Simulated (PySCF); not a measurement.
Job for PySCF: R-HF/3-21G on CH3NO (SMILES NC=O).

```python
from pyscf import gto, scf, dft, mp
from pyscf.data.elements import chemcore

mol = gto.M(
    atom='''
    N     0.83519716    0.55814903    4.02699353
    C    -0.04482871   -0.46883156    4.04830191
    O    -0.59905859   -0.92882407    3.07324436
    H     1.05839677    0.99916810    3.14850677
    H     1.25609252    0.89996951    4.87238434
    H    -0.21577782   -0.86311652    5.06593548
    ''',
    basis='3-21g',
    charge=0, spin=0, verbose=3, max_memory=1800)
mf = scf.RHF(mol)
mf.conv_tol = 1e-8
mf.max_cycle = 100
mf.kernel()
if not mf.converged:
    mf = mf.newton().run(mf.mo_coeff, mf.mo_occ)
```

Output:

```
converged SCF energy = -167.984396881513
```

Self-consistency was reached.

Cost: around 0.19 core-seconds (rough).
